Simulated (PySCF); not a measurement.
Computed IR spectrum (relative IR intensity) of a molecule C3H8OSi. Geometry optimised at PBE-D3(BJ)/def2-SVP. The values are those of a single conformer. Computed with PBE-D3(BJ)/def2-SVP (PySCF). Frequencies are harmonic and unscaled.

Lines under 2 % of the strongest are left out, and lines within 2 cm⁻¹ are merged.

ν (cm⁻¹): 241 (m), 309 (m), 528 (w), 575 (w), 676 (w), 693 (m), 793 (m), 818 (m), 876 (m), 879 (m), 889 (vs), 914 (w), 927 (m), 992 (w), 1017 (w), 1113 (w), 1166 (w), 1358 (vw), 1388 (vw), 1659 (w), 2135 (s), 2185 (s), 2974 (vw), 3062 (w), 3169 (vw), 3758 (m) (against the strongest line: vs over 80 %, s over 45 %, m over 15 %, w over 4 %, vw less)

Question: Which structure fits?
A) OC1([SiH3])CC1
B) C=C[Si@@H](C)O
C) C=CC[SiH2]O
D) CC[SiH2]C=O

Answer: C, C=CC[SiH2]O
